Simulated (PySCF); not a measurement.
CH8FNOSi2, SMILES C[SiH2]O[Si@@H](N)F. Atoms are numbered in the order given.

```xyz
14

C     -2.1586     0.5498    -0.5121
Si    -1.4933    -0.9478     0.4043
O      0.1120    -0.6905     0.8841
Si     1.3390     0.1678     0.1767
N      1.3507    -0.1792    -1.5166
F      1.0676     1.7799     0.2680
H     -2.0494     1.4635     0.1060
H     -3.2299     0.4216    -0.7693
H     -1.5815     0.6983    -1.4469
H     -1.5441    -2.1729    -0.4717
H     -2.2742    -1.2224     1.6579
H      2.5683    -0.0969     0.9800
H      1.8530     0.4407    -2.1567
H      1.4106    -1.1513    -1.8294
```
Charge 0, spin multiplicity 1.

Coordinates come from a PBE-D3(BJ)/def2-SVP optimisation. The structure was generated by enumeration; whether it is a known compound was not checked. One conformer was computed; it need not be the lowest.

Two levels are set side by side: PBE/pcSseg-1 (PySCF) and PBE0/pcSseg-1 (PySCF). GIAO shifts against CFCl3 (¹⁹F), H2O (¹⁷O), NH3 (¹⁵N), TMS (²⁹Si), TMS (¹H), TMS (¹³C) at the same level; non-relativistic, no solvent, atoms listed together averaged. Differences are taken from unrounded values.

```
quantity                    PBE
-----------------------  ------
δ(¹³C) of C1 (ppm)          4.3
δ(²⁹Si) of Si2 (ppm)       -6.9
δ(¹⁷O) of O3 (ppm)         91.5
δ(²⁹Si) of Si4 (ppm)      -39.8
δ(¹⁵N) of N5 (ppm)         43.0
δ(¹⁹F) of F6 (ppm)       -165.9
δ(¹H) of H10, H11 (ppm)    5.71
δ(¹H) of H12 (ppm)         5.67
```

Q: These are the PBE values. What does PBE0 give? (The exact figures need the calculation; the answer reports its results.)

A: 
```tsv
quantity	PBE0	PBE minus PBE0
δ(¹³C) of C1 (ppm)	3.7	0.6
δ(²⁹Si) of Si2 (ppm)	-7.0	0.1
δ(¹⁷O) of O3 (ppm)	78.1	13.4
δ(²⁹Si) of Si4 (ppm)	-39.3	-0.5
δ(¹⁵N) of N5 (ppm)	37.4	5.6
δ(¹⁹F) of F6 (ppm)	-150.8	-15.1
δ(¹H) of H10, H11 (ppm)	5.50	0.21
δ(¹H) of H12 (ppm)	5.36	0.31
```

Rough cost on one machine, each run with all the roots and properties that it gave: PBE0 against PBE within a factor of 2.
